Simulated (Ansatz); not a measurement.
Basis-set extrapolation for C3H11NSi (`C[Si](C)(C)N`) (PBE0-D4/def2-TZVP geometry, frozen core, the Gaussian-basis code of Ansatz). Multiplicity 1, RHF reference.

|  | def2-TZVPP | def2-QZVPP |
| --- | --- | --- |
| HF | -463.541873 | -463.559745 |
| MP2 correlation | -0.881149 | -0.939694 |
| CCSD(T) correlation | -0.975323 | not run |

Energies in hartree. Use E(X) = E(∞) + A·exp(−7.88·√X) for Hartree–Fock and E(X) = E(∞) + B·X^(−2.97) for correlation, with X = 3 and 4, and add CCSD(T) minus MP2 of the smaller set to the MP2 limit.

Question: What is the CCSD(T) energy at the basis-set limit?

Answer: HF limit: -463.559745 + (-0.017872) × 0.13774 = -463.56221. MP2 limit: -0.939694 + (-0.058545) × 0.74074 = -0.98306. Higher-order term: -0.975323 − (-0.881149) = -0.09417. Total: -464.63944 hartree, 321.0 kJ/mol below CCSD(T)/def2-TZVPP.
